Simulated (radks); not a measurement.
The numbers below are computed, except where a source is named.
Problem. Spin polarisation of the 3d2 shell in Ti. Start: [Ar] 3d(up 1, down 1) 4s2; electrons of 3d are moved from spin down to spin up, other shells keep equal spins. Code: a radial shooting solver on a logarithmic mesh with Libxc functionals. Model: non-relativistic Kohn-Sham, BLYP, spin-polarised, spherical densities, point nucleus. Estimate the energy gained and the exchange splitting at a moment of 2 Bohr magnetons.

Solution. At moment 2 the spin-polarisation energy is -0.701 eV and the 3d exchange splitting 1.384 eV, that is 0.692 eV per Bohr magneton; E = -I m^2/4 would give I = 0.701 eV.
